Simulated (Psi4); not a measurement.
Ru (SMILES [Ru]), quintet (core potentials on Ru); HF/def2-SVP run with Psi4.

Input for Psi4:
```
memory 2 GB

molecule mol {
0 5
  Ru    0.000000    0.000000    0.000000
}

set basis def2-svp
set reference uhf
set df_basis_scf cc-pvqz-jkfit

energy('scf')
print_variables()
```

### Question
Write the output that Psi4 gives for this input, abridged.

### Answer

```
   => Loading Basis Set <=

    Name: DEF2-SVP
    Role: ORBITAL
    Keyword: BASIS

    !!!  WARNING: ECP capability is in beta. Please check occupations closely.  !!!

         ---------------------------------------------------------
                                   SCF
               by Justin Turney, Rob Parrish, Andy Simmonett
                          and Daniel G. A. Smith
                              UHF Reference
         ---------------------------------------------------------

  ==> Geometry <==

    Molecular point group: d2h
    Geometry (in Angstrom), charge = 0, multiplicity = 5:

       Center              X                  Y                   Z               Mass
    ------------   -----------------  -----------------  -----------------  -----------------
         RU           0.000000000000     0.000000000000     0.000000000000   101.904344100000

  Running in d2h symmetry.

  Rotational constants: A = ************  B = ************  C = ************ [cm^-1]
  Rotational constants: A = ************  B = ************  C = ************ [MHz]
  Nuclear repulsion =    0.000000000000000

  Charge       = 0
  Multiplicity = 5
  Electrons    = 16
  Nalpha       = 10
  Nbeta        = 6

  ==> Algorithm <==

  SCF Algorithm Type is DF.
  DIIS enabled.
  MOM disabled.
  Fractional occupation disabled.
  Guess Type is CORE.
  Energy threshold   = 1.00e-06
  Density threshold  = 1.00e-06
  Integral threshold = 1.00e-12

  ==> Primary Basis <==

  Basis Set: DEF2-SVP
    Blend: DEF2-SVP
    Number of shells: 11
    Number of basis functions: 31
    Number of Cartesian functions: 36
    Spherical Harmonics?: true
    Max angular momentum: 3

  Core potential: DEF2-SVP
    Number of shells: 4
    Number of ECP primitives: 14
    Number of ECP core electrons: 28
    Max angular momentum: 3

Traceback (most recent call last):
  File "psi4", line 375, in <module>
  File "<string>", line 23, in <module>
  File "site-packages/psi4/driver/driver.py", line 533, in energy
  File "site-packages/psi4/driver/procrouting/proc.py", line 2760, in run_scf
  File "site-packages/psi4/driver/procrouting/proc.py", line 1939, in scf_helper
  File "site-packages/psi4/driver/procrouting/proc.py", line 1462, in scf_wavefunction_factory
  File "site-packages/psi4/driver/p4util/python_helpers.py", line 169, in _pybuild_basis
  File "site-packages/psi4/driver/qcdb/libmintsbasisset.py", line 722, in pyconstruct
  File "site-packages/psi4/driver/qcdb/libmintsbasisset.py", line 976, in construct

psi4.driver.qcdb.exceptions.BasisSetNotFound: BasisSet::construct: Unable to find a basis set for atom 1 for key JKFIT among:
  Shell Entries: ['RU']
  Basis Sets: [('CC-PVQZ-JKFIT', 'CC-PVQZ-JKFIT', None)]
  File Path: tmpqig3k02k, tmpqig3k02k, basis
  Input Blocks:

Printing out the relevant lines from the Psithon --> Python processed input file:
    ""","mol")
    core.IO.set_default_namespace("mol")
    core.set_global_option("BASIS", "def2-svp")
    core.set_global_option("REFERENCE", "uhf")
    core.set_global_option("DF_BASIS_SCF", "cc-pvqz-jkfit")
--> energy('scf')
    print_variables()

!----------------------------------------------------------------------------------!
!                                                                                  !
!  BasisSet::construct: Unable to find a basis set for atom 1 for key JKFIT among: !
!   Shell Entries: ['RU']                                                          !
!   Basis Sets: [('CC-PVQZ-JKFIT', 'CC-PVQZ-JKFIT', None)]                         !
!   File Path: tmpqig3k02k,      !
!     tmpqig3k02k,               !
!     basis                                          !
!   Input Blocks:                                                                  !
!                                                                                  !
!----------------------------------------------------------------------------------!

QcdbException BasisSetNotFound: BasisSet::construct: Unable to find a basis set for atom 1 for key JKFIT among:
  Shell Entries: ['RU']
  Basis Sets: [('CC-PVQZ-JKFIT', 'CC-PVQZ-JKFIT', None)]
  File Path: tmpqig3k02k, tmpqig3k02k, basis
  Input Blocks:
```

The program refused the input.
